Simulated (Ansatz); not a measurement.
Ideal-gas functions of C2H4SSi (`C#CS[SiH3]`) at 400 K and 1 bar, from an Ansatz frequency run at PBE0-D4/def2-TZVP.

Molar mass 88.21 g/mol, point group Cs (symmetry number 1), electronic degeneracy 1, moments of inertia 55.853, 172.242, 222.127 u Å². Harmonic wavenumbers (cm⁻¹, unscaled): 108, 139, 369, 380, 495, 593, 612, 640, 695, 735, 906, 925, 949, 2167, 2238, 2256, 2257, 3482.

Use S(trans) = R[1.5 ln M + 2.5 ln T − 1.1517]; rotational temperatures θ = 24.2544 K / I; S(rot) = R[ln(√π/σ · √(T³/θAθBθC)) + 1.5]; for each mode x = 1.438777 ν̃/T, S = R[x/(eˣ − 1) − ln(1 − e⁻ˣ)] and H = RT x/(eˣ − 1); 1 cm⁻¹ = 0.0119627 kJ/mol; R = 8.31446 J/(mol·K).

**Question.** By hand: the entropy, in J/(mol·K).

**Answer.** Translation 170.8. Rotation: θ = 0.4343, 0.1408, 0.1092 K, giving 112.8. Vibration, mode by mode: 16.23, 14.16, 6.55, 6.33, 4.54, 3.43, 3.25, 3.00, 2.57, 2.30, 1.41, 1.33, 1.24, 0.03, 0.02, 0.02, 0.02, 0.00, in all 66.5. Electronic 0.0. Sum 350.1 J/(mol·K).

**Question.** By hand: H − E and G − E in kJ/mol, counted from the electronic energy.

**Answer.** Zero-point energy ½ × 19946 × 0.0119627 = 119.3; thermal vibration 15.0; translation, rotation and pV give 4 RT = 13.3. H − E = 147.6 kJ/mol, and G − E = 147.6 − 400 × 350.1/1000 = 7.6 kJ/mol.

Vibration gives 19 % of the entropy, 30.4 J/(mol·K) of it from the modes under 150 cm⁻¹: soft modes count most, and the harmonic formula is weakest for them.
